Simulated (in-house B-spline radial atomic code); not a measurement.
# RPA and G0W0 on CAM-B3LYP: Cl⁵⁺

Configuration [Ne] 3s2, mean-field start CAM-B3LYP. Computed with an all-electron radial atomic-structure program (B-spline basis): all electrons, scalar-relativistic (spin-free one-electron X2C), finite nucleus, each spin shell either full or empty, empty states to l = 9 with an (l + 1/2)⁻⁴ tail; G0W0 by contour deformation at full frequency.

Command:
```bash
python run_gw.py task.json out
```
Settings (radii: box in bohr, nucleus in fm):
```
Z                        17
electrons                12
configuration            [Ne] 3s2
hamiltonian              x2c
method                   camb3lyp
lmax                     9
rms_radius               3.3654
spin_polarised           False
box_radius               10.43
intervals                68
ion_configuration        [Ne] 3s1
```

Cost of the run: 2.3 s on 1 thread of Arm Neoverse V2, with other jobs on the host.

Energies (hartree):

```json
{"term": "mean-field total", "value": "-454.34877"}
{"term": "Hartree-Fock functional on these orbitals", "value": "-453.81814"}
{"term": "direct second order", "value": "-0.81965"}
{"term": "second-order exchange", "value": "0.29684"}
{"term": "SOSEX correction", "value": "0.27083"}
```

(1) What is the RPA correlation energy, and what remains with SOSEX?

Quasi-particle levels (eV):

```
level  occupied  mean field  Σx - vxc     Σc  QP weight     G0W0
   3s       yes      -92.83     -2.32      ?          ?        ?
   2p       yes     -284.23    -19.46   3.96      0.947  -299.73
   3p        no      -71.56      5.28  -1.80      0.960   -68.08
```

G0W0 = mean field + (Σx - vxc) + Σc, with Σc (partial-wave tail included) taken at the quasi-particle energy. Levels of low weight are left out.

(2) Where does G0W0 put 3s?

(3) What does it cost to remove one electron (to [Ne] 3s1) by differences of total energies, each species on its own start (correlation terms add to the Hartree-Fock functional)?

## Answers

(1) RPA gives -0.73567 hartree (-1.67 eV per electron); RPA + SOSEX gives -0.46484, and the second-order doubles -0.52281 hartree (no singles). SOSEX takes back 37 % of the RPA value.

(2) At -97.31 eV, with Σc = -2.16 eV and a quasi-particle weight of 0.966. The tabulated removal energy is 96.94 ± 0.04 eV (NIST, semi-empirical); the calculation leaves out spin-orbit coupling, Breit and QED terms, and what these don't explain is the method's own error.

(3) CAM-B3LYP 96.99 eV, Hartree-Fock functional 94.95 eV, + RPA 97.11 eV, + RPA + SOSEX 96.54 eV, + second order 97.04 eV. Tabulated: 96.94 ± 0.04 eV (NIST, semi-empirical); the calculation leaves out spin-orbit coupling, Breit and QED terms, and what these don't explain is the method's own error.
